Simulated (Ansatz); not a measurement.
Process, species as SMILES: [O]B(F)F → [O-]B(F)F (an electron is taken up)
Each molecule is optimised on its own at B3LYP-D3(BJ)/def2-TZVP (Ansatz, a first-principles code). Frequencies are from Ansatz.
Geometry of the first species:
```xyz
4

B     -0.0222     0.0079    -0.0070
F      0.3742    -1.2014    -0.3568
F      0.7501     0.8025     0.7100
O     -1.2510     0.4439    -0.3930
```
Charge 0, spin multiplicity 2.

Property: adiabatic electron affinity (0 K, with B3LYP-D3(BJ) harmonic zero-point energies), positive where the reaction releases energy, in eV. Correlated levels leave the core frozen unless marked. Open shells are spin-unrestricted. No spin-orbit coupling. No relativistic terms. Anions need diffuse functions: aug- sets have them; def2-D sets add few; the other sets have none. CBS marks a two-point X^-3 extrapolation of the correlation energy; Hartree-Fock from the larger set. The bracket is a focal-point correction in the basis named.

| level | program | adiabatic electron affinity (eV) |
|---|---|---|
| revPBE-D3(BJ)/def2-TZVPD | Ansatz + dftd3 | 3.62 |
| r2SCAN-D4/def2-TZVPD | Ansatz + dftd4 | 3.51 |
| PBE0/def2-SVP | Ansatz | 3.05 |
| wB97M-V/def2-TZVPD | Ansatz | 3.67 |
| B2GP-PLYP/def2-TZVPD | Ansatz | 3.70 |
| SCS-MP2/STO-3G | Ansatz | -3.58 |
| RI-MP2/CBS(aug-cc-pVTZ,aug-cc-pVQZ)+[CCSD(T)-MP2]/aug-cc-pVTZ | Ansatz | 3.80 |
